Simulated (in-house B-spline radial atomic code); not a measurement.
A run on an ion of nuclear charge 19 with 19.6 electrons that did not converge. Method: scalar-relativistic (X2C) SCAN, spin-polarised, spherical fractional occupations, Fermi nucleus of rms radius 3.4349 fm; computed with an all-electron radial atomic-structure program (B-spline basis).

Command:
```bash
python run_scf.py task.json out
```
Settings (nuclear radius in fm, mass in u):
```
Z                19
configuration    [Ar] 4s1.6
hamiltonian      x2c
method           scan,scan
spin_polarised   True
nucleus          fermi
rms_radius       3.4349
atomic_mass      38.96371
speed_of_light   137.035999084
```

First and last ten iterations of the last attempt (damped for 15 steps, keeping 80 % of the old Fock matrix, then DIIS):
```
 iter        energy (Eh)    residual
    1        -602.299219    3.08e-02
    2        -602.302424    1.57e-03
    3        -602.302443    1.22e-03
    4        -602.302456    9.45e-04
    5        -602.302467    7.34e-04
    6        -602.302475    5.70e-04
    7        -602.302482    4.43e-04
    8        -602.302487    3.45e-04
    9        -602.302491    3.20e-04
   10        -602.302495    3.07e-04
  111        -526.905580    1.42e+00
  112        -601.655329    1.14e-01
  113        -601.696062    1.10e-01
  114        -580.375747    7.42e-01
  115        -580.219391    7.49e-01
  116        -579.021292    7.85e-01
  117        -579.012104    8.24e-01
  118        -581.944070    6.92e-01
  119        -582.066786    6.86e-01
  120        -584.139502    6.73e-01
 not converged after 120 iterations
```

The smallest residual met was 1.2e-04; the threshold is about 2e-07. No energy from this run should be used. The likely cause: this method binds the added charge weakly or not at all at the basis-set limit, so charge moves back and forth between the atom and the box. Run time, properties included: 1.4 s on 1 thread of Intel(R) Xeon(R) 6975P-C (shared host).
